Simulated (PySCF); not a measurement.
**Distorted geometries of Hg2Br2**

Hg2Br2 (singlet). PySCF 2.14.0, RKS B3LYP, Hg def2-SVP with ECP60, Br def2-SVP; non-relativistic Hamiltonian with scalar-relativistic core potentials where named; density fitting; no spin-orbit coupling. Relaxed geometry:

```xyz
4

Hg    0.0000    0.0000    1.1851
Hg    0.0000    0.0000   -3.2746
Br    2.4434    0.0000    1.1971
Br   -2.4434    0.0000    1.1971
```

Task: Order these distorted geometries by energy above the relaxed one, lowest first.
A.
```xyz
4

Hg   -0.1421    0.1407    1.2125
Hg    0.0429    0.1109   -3.0686
Br    2.5405    0.0536    1.1252
Br   -2.4413   -0.3052    1.0355
```
B.
```xyz
4

Hg    0.0183   -0.0864    1.2414
Hg    0.0143    0.0200   -3.2547
Br    2.4228    0.0180    1.1344
Br   -2.4554    0.0484    1.1834
```
C.
```xyz
4

Hg   -0.0938    0.0257    1.1653
Hg   -0.0334   -0.0112   -3.3155
Br    2.5037   -0.0610    1.2601
Br   -2.3765    0.0465    1.1947
```

Result: B (0.03 eV), C (0.32 eV), A (0.38 eV).

Task: Which forces (eV/Å) act in the one that lies 0.32 eV up?

Result: 
```
Hg   4.18 -0.11  0.07
Hg   0.00  0.00  0.00
Br  -1.40  0.06 -0.08
Br  -2.78  0.05  0.01
```
Forces carry noise of the integration grid, about 0.01 to 0.03 eV/Å.

A frequency check found unstable modes (1, the lowest at -23 cm⁻¹), so the relaxed geometry is a saddle point, or these are noise.
